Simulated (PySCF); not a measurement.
O3, charge -1, doublet, at a GFN2-xTB geometry (a state made from the parent by changing its charge; the spin is typed, not shown lowest) (in this run its highest filled SCF level lies above zero, so its values depend strongly on the basis, on diffuse functions most of all); M062X/3-21G (PySCF).

The PySCF input:
```python
from pyscf import gto, scf, dft

mol = gto.M(
    atom='''
O     1.13637858   -0.23245903    0.05644501
O     0.00065138    0.46397079   -0.01013412
O    -1.13702995   -0.23151176   -0.04631090
''',
    basis='3-21g',
    charge=-1,
    spin=1,
    verbose=4,
)

mf = dft.UKS(mol)
mf.xc = 'm062x'
mf.init_guess = 'vsap'
mf.kernel()
```

It wrote (shortened):

```
PySCF version 2.14.0

[INPUT] verbose = 4
[INPUT] num. atoms = 3
[INPUT] num. electrons = 25
[INPUT] charge = -1
[INPUT] spin (= nelec alpha-beta = 2S) = 1
[INPUT] symmetry False subgroup None
[INPUT] Mole.unit = angstrom
[INPUT] Symbol           X                Y                Z      unit          X                Y                Z       unit  Magmom
[INPUT]  1 O      1.136378580000  -0.232459030000   0.056445010000 AA    2.147444290022  -0.439283901882   0.106665609998 Bohr   0.0
[INPUT]  2 O      0.000651380000   0.463970790000  -0.010134120000 AA    0.001230929803   0.876777722898  -0.019150711313 Bohr   0.0
[INPUT]  3 O     -1.137029950000  -0.231511760000  -0.046310900000 AA   -2.148675200928  -0.437493821016  -0.087514917582 Bohr   0.0

nuclear repulsion = 65.6609106904173
number of shells = 15
number of NR pGTOs = 45
number of NR cGTOs = 27
basis = 3-21g
ecp = {}

******** <class 'pyscf.dft.uks.UKS'> ********
method = UKS
initial guess = vsap
damping factor = 0
level_shift factor = 0
DIIS = <class 'pyscf.scf.diis.CDIIS'>
diis_start_cycle = 1
diis_space = 8
diis_damp = 0
SCF conv_tol = 1e-09
SCF conv_tol_grad = None
SCF max_cycles = 50
direct_scf = True
direct_scf_tol = 1e-13
number electrons alpha = 13  beta = 12
XC library pyscf.dft.libxc version 7.1.2
    S. Lehtola, C. Steigemann, M. J. T. Oliveira, and M. A. L. Marques,  SoftwareX 7, 1–5 (2018)
XC functionals = m062x
    Y. Zhao and D. G. Truhlar,  Theor. Chem. Acc. 120, 215 (2008)
    Y. Zhao and D. G. Truhlar,  Theor. Chem. Acc. 120, 215 (2008)
radial grids:
    Treutler-Ahlrichs [JCP 102, 346 (1995); DOI:10.1063/1.469408] (M4) radial grids

becke partition: Becke, JCP 88, 2547 (1988); DOI:10.1063/1.454033
pruning grids: <function nwchem_prune>
grids dens level: 3
symmetrized grids: False
atomic radii adjust function: <function treutler_atomic_radii_adjust>
small_rho_cutoff = 0
Set gradient conv threshold to 3.16228e-05
tot grids = 42248

init E= -223.943665938373
cycle= 1 E= -224.040586260826  delta_E= -0.0969  |g|= 0.406  |ddm|= 0.701
cycle= 2 E= -224.038041413309  delta_E= 0.00254  |g|= 0.409  |ddm|= 0.43
cycle= 3 E= -224.087190720839  delta_E= -0.0491  |g|= 0.107  |ddm|= 0.244
cycle= 4 E= -224.090687221458  delta_E= -0.0035  |g|= 0.00471  |ddm|= 0.0563
cycle= 5 E= -224.090709043951  delta_E= -2.18e-05  |g|= 0.00166  |ddm|= 0.00677
cycle= 6 E= -224.090712799548  delta_E= -3.76e-06  |g|= 0.000391  |ddm|= 0.00322
cycle= 7 E= -224.090713173949  delta_E= -3.74e-07  |g|= 7.52e-05  |ddm|= 0.00124
cycle= 8 E= -224.090713184253  delta_E= -1.03e-08  |g|= 6.13e-05  |ddm|= 0.000232
cycle= 9 E= -224.090713186064  delta_E= -1.81e-09  |g|= 1.79e-05  |ddm|= 5.85e-05
cycle= 10 E= -224.090713186726  delta_E= -6.62e-10  |g|= 3.16e-06  |ddm|= 6.76e-05
Extra cycle  E= -224.090713186745  delta_E= -1.93e-11  |g|= 1.97e-06  |ddm|= 8.1e-06
converged SCF energy = -224.090713186745  <S^2> = 0.75230724  2S+1 = 2.0023059
```
